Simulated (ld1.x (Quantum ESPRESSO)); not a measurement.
Ranking TM semilocal potentials for Ca

All share these settings but for the change named:

Ca, norm-conserving Troullier–Martins (semilocal form), made with ld1.x (Quantum ESPRESSO) 7.5 (PBE, scalar-relativistic). Core [Ar], reference 3d1 4s1 4p0. Waves: 4s (bound): rc 3.80 bohr; 4p (bound, empty): rc 4.20 bohr; 3d (bound): rc 3.20 bohr. Local part: the d channel. Core correction: none.

Test errors are all-electron minus pseudo excitation energies from the reference, over 3d0 4s2 4p0; 3d0 4s1 4p0; 3d0 4s1.5 4p0; 3d0.5 4s1.5 4p0; 3d0 4s1 4p1; 3d1 4s0 4p0; 3d0 4s0 4p1. None of these files shows a bound ghost.

The base gives 492.5 meV.

Of 11 variants that were run, those that failed, showed a ghost or another fault, or gave nearly equal values are left out.

A variant can come out equal or close to the base, since the largest error may sit in a test that the change hardly touches while other tests move.

Rank these variants by their largest absolute test error, smallest first.
A. wave 4p (bound): rc 4.20 bohr becomes 4p (bound): rc 5.70 bohr
B. core correction a·sin(br)/r model core inside 2.86 bohr
C. wave 3d (bound): rc 3.20 bohr becomes 3d (bound): rc 2.60 bohr
D. all radii scaled by about 1.31 (s 4.96, p 5.48, d 4.18 bohr)

B (166.2 meV), C (439.9 meV), A (503.8 meV), D (574.1 meV).
